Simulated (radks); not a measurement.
The numbers below are computed, except where a source is named.
Coulomb parameter of the 4f shell of the dysprosium ion Dy3+ in the model configuration [Xe] 4f8 5d1, as a second difference U = [E(n + 0.5) + E(n - 0.5) - 2 E(n)] / (0.5)^2 with all orbitals relaxed. "Bare": the charge of the atom changes with n. "Screened": the 5d shell takes up the change at fixed total charge, which measures U(4f,4f) + U(5d,5d) - 2 U(4f,5d). Level of theory: scalar-relativistic Kohn-Sham, PBE, spin-unpolarised, spherical densities, finite nucleus; Fermi nuclear charge, rms radius 5.2218 fm (a radial shooting solver on a logarithmic mesh with Libxc functionals).

case              configuration  E - E(n) (eV)
start              [Xe] 4f8 5d1          0.000
bare +0.5        [Xe] 4f8.5 5d1        -18.552
bare -0.5        [Xe] 4f7.5 5d1         23.570
screened +0.5  [Xe] 4f8.5 5d0.5         -6.926
screened -0.5  [Xe] 4f7.5 5d1.5          8.369

U(bare) = 20.074 eV, U(screened by 5d) = 5.773 eV, against the Slater integral F0(4f,4f) = 32.848 eV with frozen orbitals.
